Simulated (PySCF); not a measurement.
# Working with the constants of MgHg⁺

B2PLYP constants of MgHg⁺, ²Σ⁺ (doublet), unpaired electrons σ ↑ (PySCF, scalar-relativistic core potentials, basis sets Mg cc-pVDZ, Hg cc-pVDZ-PP with ECP60; masses 23.9850 and 201.9706 u):

```
ωe              : 161.3 cm⁻¹
ωexe            : 1.25 cm⁻¹
Be              : 0.095956 cm⁻¹
αe              : 0.000925 cm⁻¹
D (centrifugal) : 1.36e-07 cm⁻¹
De to Mg⁺ + Hg  : 0.65 eV
```

Give the vibrational terms G(v) and spacings up to v = 6.

G(v) = ωe(v+½) − ωexe(v+½)².

| v | G(v) (cm⁻¹) | G(v) − G(v−1) | Bv (cm⁻¹) |
| --- | --- | --- | --- |
| 0 | 80.3 |  | 0.09549 |
| 1 | 239.1 | 158.8 | 0.09457 |
| 2 | 395.4 | 156.3 | 0.09364 |
| 3 | 549.2 | 153.8 | 0.09272 |
| 4 | 700.5 | 151.3 | 0.09179 |
| 5 | 849.3 | 148.8 | 0.09087 |
| 6 | 995.6 | 146.3 | 0.08994 |

How well does the Morse estimate ωe²/(4ωexe) reproduce De, and what is D0?

It gives 0.65 eV, 99 % of the computed De. D0 = De − G(0) = 0.65 − 0.01 = 0.64 eV.

Correlated steps freeze 1 core orbital. Spin–orbit coupling is left out. For an ion De counts to the pair picked by the measured ionisation energies or electron affinities, which need not be the lowest pair at this level. B2PLYP dipoles, levels and charges come from its SCF part alone. The state is the lowest determinant that a PBE0 search found; another state may lie lower at other levels.
